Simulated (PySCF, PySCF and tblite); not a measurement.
A run on one conformer of C₇H₃NOS, numbered as in [CH:1]#[C:2][c:3]1[cH:4][c:5]([OH:6])[s:7][c:8]1[C:9]#[N:10], from an ensemble study. The sound level was PBE0/pcSseg-1 (IEF-PCM, cyclohexane) on GFN2-xTB geometries.

Input:

```
{"job": {"xc": "PBE0", "basis": "pcSseg-1", "solvent": "cyclohexane", "scf": {"max_cycle": 61}, "kind": "nmr", "pop": false}, "charge": 0, "multiplicity": 2}
C     -2.871213    -1.114793     0.048041
C     -1.745627    -0.696750     0.028524
C     -0.427362    -0.206268     0.006260
C      0.726230    -1.025730     0.020811
C      1.881203    -0.303173    -0.005855
O      3.121404    -0.811537    -0.000091
S      1.592635     1.413951    -0.050331
C     -0.129362     1.142823    -0.031845
C     -1.025210     2.208094    -0.054169
N     -1.761525     3.089738    -0.072390
H     -3.854114    -1.480180     0.065098
H      0.698126    -2.098461     0.049843
H      3.790429    -0.117226    -0.021624
```

Command: OMP_NUM_THREADS=1 python ens_run.py task.json out

Output:

```
RuntimeError: Electron number 76 and spin 1 are not consistent
Note mol.spin = 2S = Nalpha - Nbeta, not 2S+1
```

What is wrong with this calculation?

The setting at fault: wrong multiplicity. The program refused the input.
